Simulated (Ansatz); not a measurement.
Species: C5H7Ge, charge 0, multiplicity 2. It need not be the lowest isomer of its formula. 
Coordinates optimised at B3LYP-D3(BJ)/def2-TZVP (Ansatz, a program for electronic structure):
```
C
C 1 1.3617
H 2 1.0815 1 125.57
C 2 1.4535 3 124.18 1 -179.44
C 4 1.3476 2 109.28 3 -179.49
H 5 1.0798 4 126.73 2 -179.49
H 4 1.0809 5 126.12 6 0.15
C 5 1.4987 6 124.12 4 -179.29
H 8 1.0958 5 111.94 6 58.01
H 8 1.0959 9 105.94 5 122.18
Ge 1 1.9152 2 126.61 3 4.84
H 11 1.5459 1 110.60 2 -27.82
H 11 1.5470 12 111.12 1 124.04
```
Charge 0, spin multiplicity 2.

Property: atomisation energy (electronic, to ground-state atoms), in kJ/mol. Cores are frozen in the correlated levels unless marked. UHF or UKS for open shells. Spin-orbit coupling is left out. Frozen are the shells of the preceding noble gas and the d and f shells that filled before the atom's block. Non-relativistic. The coupled-cluster limit lacks core correlation, which all-electron functionals hold. CBS marks a two-point X^-3 extrapolation of the correlation energy; Hartree-Fock from the larger set.

| level | program | atomisation energy (kJ/mol) | minus last row |
|---|---|---|---|
| PBE-D3(BJ)/def2-TZVPD | Ansatz + dftd3 | 5493.7 | 184.9 |
| BLYP-D4/def2-TZVPD | Ansatz + dftd4 | 5321.3 | 12.5 |
| revPBE/def2-TZVPD | Ansatz | 5261.5 | -47.3 |
| r2SCAN-D3(BJ)/def2-TZVPD | Ansatz + dftd3 | 5374.2 | 65.4 |
| r2SCAN-D4/def2-TZVPD | Ansatz + dftd4 | 5373.1 | 64.3 |
| B97M-V/def2-TZVPD | Ansatz | 5360.4 | 51.6 |
| B3LYP-D3(BJ)/def2-TZVPD | Ansatz + dftd3 | 5333.7 | 24.9 |
| PBE0/STO-3G | Ansatz | 6576.1 | 1267.3 |
| PBE0/def2-SVP | Ansatz | 5435.9 | 127.1 |
| PBE0-D3(BJ)/def2-TZVP | Ansatz + dftd3 | 5402.8 | 94.0 |
| PBE0/def2-TZVPD | Ansatz | 5375.2 | 66.4 |
| r2SCANh-D4/def2-TZVPD | Ansatz + dftd4 | 5343.1 | 34.3 |
| HSE06-D3(BJ)/def2-TZVPD | Ansatz + dftd3 | 5403.9 | 95.1 |
| LC-wPBE-D3(BJ)/def2-TZVPD | Ansatz + dftd3 | 5367.5 | 58.7 |
| LC-wPBE/def2-TZVPD | Ansatz | 5335.6 | 26.8 |
| wB97M-V/def2-TZVPD | Ansatz | 5328.4 | 19.6 |
| B2PLYP/def2-TZVPD | Ansatz | 5258.1 | -50.7 |
| PBE-QIDH/def2-TZVPD | Ansatz | 5324.0 | 15.2 |
| SCS-MP2/cc-pVTZ | Ansatz | 5168.3 | -140.5 |
| CCSD/STO-3G | Ansatz | 5661.0 | 352.2 |
| CCSD(T)/CBS(cc-pVTZ,cc-pVQZ) | Ansatz | 5308.8 | 0.0 |

The UHF reference is spin-contaminated (<S^2> 0.44 over the pure value in the largest basis).
